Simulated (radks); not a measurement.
Initial-state core-level shifts of the manganese ion Mn2+ when its valence configuration changes from [Ar] 3d5. Calculated with a radial shooting solver on a logarithmic mesh with Libxc functionals: non-relativistic Kohn-Sham, PBE, spin-polarised, spherical densities, point nucleus; open shells are filled with parallel spins first. Shifts are changes of the shell-averaged eigenvalues in eV (positive: less bound); the change of the density at the nucleus, which sets a Mossbauer isomer shift, is in e/bohr^3, on a base of 1.056e+04.

| valence | 1s | 2p | 3s | 3p | density at nucleus |
|---|---|---|---|---|---|
| 3d3 4p2 | -18.632 | -20.619 | -17.383 | -16.884 | +4.350 |
| 3d3 4s1 4p1 | -17.509 | -19.517 | -16.259 | -15.771 | +12.675 |
| 3d2 4s1 4p2 | -28.231 | -31.525 | -25.615 | -24.862 | +16.738 |
| 3d4 4p1 | -8.842 | -9.727 | -8.441 | -8.204 | +1.868 |
| 3d1 4s2 4p2 | -39.214 | -43.930 | -34.613 | -33.617 | +31.588 |
| 3d4.5 4s0.5 | -3.680 | -4.118 | -3.524 | -3.413 | +4.362 |
| 3d4 4s1 | -7.646 | -8.570 | -7.237 | -7.008 | +9.286 |
| 3d3.5 4s1.5 | -11.976 | -13.397 | -11.219 | -10.873 | +14.332 |
| 3d3 4s2 | -16.559 | -18.537 | -15.331 | -14.858 | +20.087 |
